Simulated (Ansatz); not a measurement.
Consider the ligand exchange at the Si–N bond: `C=N[SiH](O)F` + `C[NH][GeH3]` → `C[N]([GeH3])[SiH](O)F` + `C=N`.

Gas-phase electronic energies from Ansatz, PBE0-D4/def2-TZVP geometries. CCSD(T)/CBS is the MP2 limit (def2-TZVPP, def2-QZVPP) plus CCSD(T) − MP2 in def2-TZVPP, frozen cores. This one scheme is used for every species. DFT in def2-TZVPP. B3LYP here is the variant with VWN-RPA as its local correlation; programs differ in this. For Ge outer-core shells are correlated without core-valence functions, which leaves a few kJ/mol of doubt a bond. Scalar relativity is left out up to krypton. Each species was taken in one conformer, which may not be the lowest.

`C=N[SiH](O)F`:

```xyz
9

C    -0.604   -1.602    0.046
N     0.291   -0.775   -0.268
Si    0.439    0.843    0.309
O     0.521    1.844   -0.970
F    -0.815    1.279    1.193
H    -1.425   -1.386    0.745
H    -0.601   -2.610   -0.385
H     1.627    0.965    1.169
H     0.567    1.441   -1.838
```

`C[NH][GeH3]`:

Z-matrix (Å, degrees):
```
C
N 1 1.450
H 1 1.100 2 114.8
H 1 1.094 2 110.2 3 121.9
H 1 1.094 2 109.5 3 -120.8
Ge 2 1.838 1 118.0 3 67.0
H 2 1.010 1 111.6 3 -66.0
H 6 1.549 2 113.3 1 -56.3
H 6 1.536 2 107.2 1 -177.3
H 6 1.537 2 107.0 1 63.0
```

`C[N]([GeH3])[SiH](O)F`:

```xyz
14

C    -0.047    0.970   -1.460
N     0.029    0.197   -0.227
Ge    0.854    1.050    1.192
Si   -0.699   -1.324   -0.120
O     0.173   -2.228    0.925
F    -2.196   -1.300    0.458
H    -0.677    1.859   -1.351
H    -0.468    0.366   -2.269
H     0.946    1.298   -1.787
H     0.616    0.237    2.466
H     2.356    1.186    0.880
H     0.237    2.457    1.304
H    -0.817   -1.908   -1.473
H    -0.307   -2.861    1.461
```

`C=N`:

```xyz
5

C    -0.112    0.268    0.261
N    -0.334   -0.699   -0.518
H     0.866    0.738    0.414
H    -0.943    0.683    0.834
H     0.523   -0.990   -0.991
```

```
             level  ΔE (kcal/mol)  difference from CCSD(T)/CBS
            PBE-D4           -7.3                          1.1
         r2SCAN-D4           -7.2                          1.2
           PBE0-D4           -7.5                          0.9
          B3LYP-D4           -7.5                          0.9
           ωB97X-V           -7.7                          0.7
           ωB97M-V           -8.0                          0.4
            B2PLYP           -6.8                          1.6
               PBE           -6.0                          2.4
            r2SCAN           -6.8                          1.6
              PBE0           -6.4                          2.0
             B3LYP           -5.5                          2.9
     HF/def2-TZVPP           -5.2                          3.2
    MP2/def2-TZVPP           -8.8                         -0.4
SCS-MP2/def2-TZVPP           -8.4                          0.0
   CCSD/def2-TZVPP           -8.7                         -0.3
CCSD(T)/def2-TZVPP           -9.1                         -0.7
     HF/def2-QZVPP           -5.0                          3.4
    MP2/def2-QZVPP           -8.4                          0.0
SCS-MP2/def2-QZVPP           -8.0                          0.4
      HF/CBS(def2)           -5.0                          3.4
     MP2/CBS(def2)           -8.2                          0.2
    CCSD/CBS(def2)           -8.0                          0.4
       CCSD(T)/CBS           -8.4                            0
```

Largest T1 diagnostic among the species: 0.013.

The D4 term adds −2.0 kcal/mol with B3LYP and −1.2 kcal/mol with PBE0; it sums over pairs of atoms, weighted by their polarisabilities, and B3LYP, whose exchange is more repulsive, gets the larger term. In def2-TZVPP, CCSD(T) changes the Hartree–Fock value by −3.9 kcal/mol (the triples alone add −0.4 kcal/mol) and MP2 by −3.7 kcal/mol.
